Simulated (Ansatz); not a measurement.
Ansatz results at the PBE0-D4/def2-TZVP geometry: HOMO energy (ωB97M-V/def2-TZVPP) -7.99 eV; LUMO energy (ωB97M-V/def2-TZVPP) 0.58 eV; LUMO energy (PBE/def2-TZVPP) -2.22 eV.

Each molecule was computed in one conformer, which needn't be the lowest.

(1) Which molecule gave them?
A. `C=C(C)C(=O)O`
B. `O=NO`
C. `Cc1ccccc1C`
D. `C=CC1=C(C=C)CC1`

Results:

(1) D. The others give `Cc1ccccc1C`: -8.83, 2.01, -0.90; `C=C(C)C(=O)O`: -10.09, 0.87, -2.27; `O=NO`: -10.57, 0.46, -3.29.
